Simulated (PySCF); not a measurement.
H3O2, charge +1, singlet, geometry from GFN2-xTB. Base run: CCSD(T)/aug-cc-pVDZ run with PySCF.

Here is a job for PySCF.
```python
from pyscf import gto, scf, cc

mol = gto.Mole()
mol.atom = '''
    O     0.13464923    0.56165021   -0.32045018
    O    -0.15653641   -0.64820873    0.35880197
    H     1.08363793    0.77080803   -0.07973702
    H    -0.42483443   -1.31694617   -0.30866757
    H    -0.48370607    1.23860633    0.08159027
'''
mol.basis = 'aug-cc-pvdz'
mol.charge = 1
mol.verbose = 4
mol.max_memory = 1800
mol.build()

mf = scf.RHF(mol)
mf.kernel()

mycc = cc.CCSD(mf, frozen=2)
mycc.kernel()
et = mycc.ccsd_t()
print('E(CCSD(T)) = %.10f' % (mycc.e_tot + et))
```

**Question.** The base was run again with changes. Order these runs by total energy, lowest first: method = cisd | method = mp2 | method = ccsd.

**Answer.** method = ccsd (ΔE vs base (kcal/mol) 7.44), method = mp2 (ΔE vs base (kcal/mol) 17.90), method = cisd (ΔE vs base (kcal/mol) 28.71)
